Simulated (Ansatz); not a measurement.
Frontier orbitals of `[NH2][In]([Cl])[Br]`.

```xyz
6

N    -0.598    1.077    0.291
In    0.347   -0.656   -0.034
Cl   -0.852   -2.632   -0.084
Br    2.785   -0.809   -0.148
H    -0.117    1.908   -0.022
H    -1.565    1.111   -0.002
```

The species carries charge 0 and has multiplicity 1. Correlated methods include outer-core shells of Br, In, which these sets cover unevenly. Scalar relativity is left out up to krypton. In: def2 effective core potential. The geometry is a stationary point of PBE0-D4/def2-TZVP. It is one conformer, not always the lowest. Basis def2-TZVPP, Ansatz 0.2.0.

```
functional  HOMO (eV)  LUMO (eV)
    revPBE      -6.58      -2.86
```

**Question.** Give HOMO and LUMO (eV) with LDA (SPW92), PBE, BLYP, r2SCAN, B97M-V, PBE0, B3LYP, r2SCANh, r2SCAN0, HSE06 (plane-wave form), BHLYP, CAM-B3LYP, LC-ωPBE, ωB97X-V, ωB97M-V, HF. (An estimate is asked.)

**Answer.** Computed: 
```tsv
functional	HOMO	LUMO
LDA (SPW92)	-6.87	-3.29
PBE	-6.66	-2.98
BLYP	-6.52	-2.94
r2SCAN	-6.97	-2.78
B97M-V	-6.99	-2.81
PBE0	-8.02	-2.12
B3LYP	-7.77	-2.43
r2SCANh	-7.47	-2.47
r2SCAN0	-8.24	-2.01
HSE06 (plane-wave form)	-7.61	-2.49
BHLYP	-9.27	-1.28
CAM-B3LYP	-9.42	-1.19
LC-ωPBE	-10.83	0.08
ωB97X-V	-10.44	-0.09
ωB97M-V	-10.33	-0.24
HF	-11.25	1.06
```

B3LYP here is the variant with VWN-RPA as its local correlation; programs differ in this. LC-ωPBE has ω = 0.4 bohr⁻¹.
